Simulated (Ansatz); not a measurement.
C2H8O3SSi (`CCS[Si](O)(O)O`) at its PBE0-D4/def2-TZVP geometry, where that method's forces vanish. Total charge 0; spin multiplicity 1.

```
atom   x (Å)   y (Å)   z (Å)
  C1   0.926  -1.969  -0.623
  C2   0.472  -0.727  -1.358
  S3  -1.201  -0.171  -0.865
 Si4  -0.732   1.132   0.725
  O5  -2.151   1.549   1.422
  O6   0.327   0.381   1.717
  O7   0.011   2.523   0.294
  H8   0.226  -2.792  -0.779
  H9   0.999  -1.778   0.448
 H10   1.909  -2.283  -0.988
 H11   1.168   0.101  -1.218
 H12   0.398  -0.907  -2.433
 H13  -2.749   0.837   1.655
 H14   0.899   0.959   2.227
 H15  -0.502   3.144  -0.225
```

**Question.** For each bond, give half the difference of the two atoms' forces along it (eV/Å; positive pushes the atoms apart) under PBE-D4, r2SCAN-D4, B3LYP-D4, ωB97M-V in def2-TZVPP. (Estimate.)

**Answer.** Computed: 
```json
{"bond": "C1–C2", "length (Å)": "1.513", "PBE-D4": "-0.01", "r2SCAN-D4": "0.09", "B3LYP-D4": "0.18", "ωB97M-V": "0.21"}
{"bond": "C1–H8", "length (Å)": "1.092", "PBE-D4": "0.10", "r2SCAN-D4": "-0.04", "B3LYP-D4": "-0.06", "ωB97M-V": "-0.07"}
{"bond": "C1–H9", "length (Å)": "1.090", "PBE-D4": "0.11", "r2SCAN-D4": "-0.04", "B3LYP-D4": "-0.08", "ωB97M-V": "-0.07"}
{"bond": "C1–H10", "length (Å)": "1.094", "PBE-D4": "0.10", "r2SCAN-D4": "-0.03", "B3LYP-D4": "-0.07", "ωB97M-V": "-0.09"}
{"bond": "C2–S3", "length (Å)": "1.831", "PBE-D4": "0.17", "r2SCAN-D4": "0.19", "B3LYP-D4": "0.24", "ωB97M-V": "0.06"}
{"bond": "C2–H11", "length (Å)": "1.091", "PBE-D4": "0.10", "r2SCAN-D4": "-0.05", "B3LYP-D4": "-0.13", "ωB97M-V": "-0.11"}
{"bond": "C2–H12", "length (Å)": "1.092", "PBE-D4": "0.11", "r2SCAN-D4": "-0.06", "B3LYP-D4": "-0.13", "ωB97M-V": "-0.11"}
{"bond": "S3–Si4", "length (Å)": "2.109", "PBE-D4": "-0.06", "r2SCAN-D4": "-0.02", "B3LYP-D4": "0.03", "ωB97M-V": "-0.03"}
{"bond": "Si4–O5", "length (Å)": "1.635", "PBE-D4": "0.23", "r2SCAN-D4": "0.03", "B3LYP-D4": "0.07", "ωB97M-V": "0.06"}
{"bond": "Si4–O6", "length (Å)": "1.634", "PBE-D4": "0.25", "r2SCAN-D4": "0.05", "B3LYP-D4": "0.07", "ωB97M-V": "0.07"}
{"bond": "Si4–O7", "length (Å)": "1.635", "PBE-D4": "0.27", "r2SCAN-D4": "0.04", "B3LYP-D4": "0.08", "ωB97M-V": "0.07"}
{"bond": "O5–H13", "length (Å)": "0.959", "PBE-D4": "0.31", "r2SCAN-D4": "0.01", "B3LYP-D4": "-0.03", "ωB97M-V": "-0.06"}
{"bond": "O6–H14", "length (Å)": "0.960", "PBE-D4": "0.32", "r2SCAN-D4": "0.01", "B3LYP-D4": "-0.03", "ωB97M-V": "-0.05"}
{"bond": "O7–H15", "length (Å)": "0.959", "PBE-D4": "0.31", "r2SCAN-D4": "0.01", "B3LYP-D4": "-0.03", "ωB97M-V": "-0.06"}
```

B3LYP here is the variant with VWN-RPA as its local correlation; programs differ in this.
